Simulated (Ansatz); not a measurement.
Program: Ansatz. Geometries: PBE0-D4/def2-TZVP. ΔE: electronic, gas phase. CCSD(T)/CBS is the MP2 limit (def2-TZVPP, def2-QZVPP) plus CCSD(T) − MP2 in def2-TZVPP, frozen cores. This one scheme is used for every species. Each species was taken in one conformer, which may not be the lowest.

Reaction (ligand exchange at the Si–N bond): `O=C=N[SiH2]F` + `O[SiH2]S` → `O[SiH2]S[SiH2]F` + `N=C=O`

`O=C=N[SiH2]F`:

Cartesian coordinates in Å:
```
O -1.733 0.133 2.453
C -0.987 0.107 1.563
N -0.196 0.089 0.668
Si 0.597 -0.042 -0.823
F -0.462 -0.427 -1.947
H 1.184 1.265 -1.171
H 1.597 -1.124 -0.742
```

`O[SiH2]S`:

```xyz
7

O     0.680   -0.298   -1.307
Si   -0.046   -0.517    0.150
S    -0.899    1.267    0.950
H     0.169    0.141   -1.989
H    -1.208   -1.437    0.076
H     1.023   -1.049    1.020
H     0.281    1.893    1.099
```

`O[SiH2]S[SiH2]F`:

Cartesian coordinates in Å:
```
O -0.004 0.271 2.170
Si 1.046 -0.100 0.967
S 0.192 -1.390 -0.517
Si -0.943 0.065 -1.556
F -0.062 0.769 -2.687
H -0.412 -0.451 2.651
H 1.426 1.197 0.371
H 2.221 -0.855 1.467
H -2.059 -0.633 -2.230
H -1.405 1.128 -0.637
```

`N=C=O`:

Cartesian coordinates in Å:
```
N -0.529 -0.050 -0.552
C 0.279 0.294 0.278
O 1.025 0.756 1.038
H -0.776 -1.000 -0.764
```

```csv
level,ΔE (kJ/mol)
SCS-MP2/def2-QZVPP,37.8
CCSD/CBS(def2),36.6
```

**Question.** What does CCSD(T)/CBS give? (An estimate is asked.)

**Answer.** Ansatz gave: +31.9 kJ/mol. The listed levels differ from it by 5.9, 4.7 kJ/mol.

Largest T1 diagnostic among the species: 0.018.

Leaving LDA and LC-ωPBE aside and taking each functional with its dispersion term where it has one, the values, not all of them listed here, spread over 22.1 kJ/mol, from revPBE-D4 to BHLYP-D4. The D4 term adds −7.1 kJ/mol with B3LYP and −3.9 kJ/mol with PBE0; it sums over pairs of atoms, weighted by their polarisabilities, and B3LYP, whose exchange is more repulsive, gets the larger term. At CCSD(T), def2-SVP lies +8.0 kJ/mol from the extrapolated value and def2-TZVPP +3.4 kJ/mol.

B3LYP here is the variant with VWN-RPA as its local correlation; programs differ in this.
